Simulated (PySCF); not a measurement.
Static response to an electric field

Species: C5H7FO2.
Cartesian coordinates in Å at the PBE0-D3(BJ)/def2-SVP level; atoms count from 1:
```
atom  x, y, z in Å
O1     3.4136   -0.0244    0.7848
C2     2.2965   -0.0412    0.3888
C3     1.1573    0.9402    0.1807
C4     0.4206   -0.2987   -0.3384
C5    -0.7751   -0.7933    0.4389
C6    -2.0083    0.0513    0.2248
F7    -1.7848    1.3427    0.6468
O8     1.5951   -1.1114   -0.0826
H9     0.7519    1.3844    1.0988
H10    1.3712    1.7349   -0.5472
H11    0.2134   -0.2793   -1.4208
H12   -0.5237   -0.8191    1.5123
H13   -0.9964   -1.8303    0.1358
H14   -2.8619   -0.3577    0.7897
H15   -2.2865    0.0848   -0.8436
```

Level: B3LYP/def2-SVPD (PySCF), static field, nuclei fixed, core orbitals frozen in the response. The polarisability tensor in these axes (au):

```
x   79.91  1.45  4.80
y    1.45 61.26  0.97
z    4.80  0.97 55.26
```

**Question.** What are the eigenvalues, a third of the trace, and Δα (Δα² = ½Σ(αi − αj)² over the three pairs)?

**Answer.** Principal values 54.29, 61.20 and 80.95 au; mean 65.48 au = 9.70 Å³ = 10.80 × 10⁻⁴⁰ C²·m²/J; Δα = 23.96 au (37 % of the mean).

**Question.** What is the dipole moment, and where does it point?

**Answer.** (-4.35, -0.06, -1.39) D, 4.57 D in size, pointing from the negative to the positive side. Measured along this direction, the outermost atoms are O1 at the negative end and H14 and H15 at the positive end.

**Question.** Directions of the eigenvectors, and the extent of the frame along each?

**Answer.** Largest value along (0.98, 0.08, 0.19), where the nuclei span 6.17 Å; middle along (-0.10, 0.99, 0.08), 3.27 Å; least along (-0.18, -0.10, 0.98), 3.06 Å. The response follows the extents in order.

**Question.** Estimate the molar refractivity from the static electronic polarisability.

**Answer.** Lorentz–Lorenz: R = (4π/3)N_A α = 2.5225 cm³/(mol·Å³) × 9.70 Å³ = 24.5 cm³/mol, in the limit of long wavelengths.

**Question.** In TDDFT the mean static polarisability is Σ f/ω² over all singlet excitations (ω in hartree). How much of it do the 6 lowest give? Their energies (eV) and oscillator strengths: 5.92, 0.0005; 7.39, 0.0148; 7.65, 0.0248; 7.86, 0.0500; 7.96, 0.0114; 7.99, 0.0284.

**Answer.** They add up to 1.59 au, 2.4 % of the 65.48 au; the largest single term is 0.60 au, from the state at 7.86 eV. Terms in order: 0.01, 0.20, 0.31, 0.60, 0.13, 0.33 au. Higher excitations give the rest. The strengths listed sum to 0.130.

**Question.** Rayleigh depolarisation ratio (linearly polarised light, static tensor)?

**Answer.** ρ = 3Δα²/(45ᾱ² + 4Δα²) = 1722.3/(192931 + 2296.4) = 0.00882.

**Question.** Find the Langevin capture rate constant for NO+ (29.998 u) meeting this molecule (118.043 u), k = 2.342 × 10⁻⁹ cm³/s × √(α in Å³ / reduced mass in u).

**Answer.** The reduced mass is 23.92 u, so k = 1.49 × 10⁻⁹ cm³/s. The formula leaves out the permanent dipole, which adds to the capture rate.

Isolated species at its PBE0-D3(BJ)/def2-SVP geometry (one conformer only).
